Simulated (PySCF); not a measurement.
## C²⁺: excitation energy

C²⁺ [He] 2s2 (1S) → C²⁺ [He] 2s1 3d1 (3D), as a difference of total energies. All numbers are calculated (PySCF 2.14, no relativity, point nucleus, in aug-cc-pVDZ). Correlated levels: valence: 1s2 frozen. The calculations carry no spin-orbit coupling.

```tsv
method	excitation energy (eV)
UHF	32.071
MP2 (valence)	33.097
SCS-MP2 (valence)	33.347
CCSD (valence)	33.857
```

How much does correlation contribute at MP2 (valence)?

33.097 − (32.071) = 1.026 eV, measured against UHF.

The promoted electron is Rydberg-like, and one or two diffuse shells describe it only roughly, which tends to raise the upper state.

With two correlated electrons CCSD is exact in that space.

The coupled-cluster amplitudes are large for the lower state (T1 above 0.03 or a double amplitude above 0.15), so a single reference is strained.
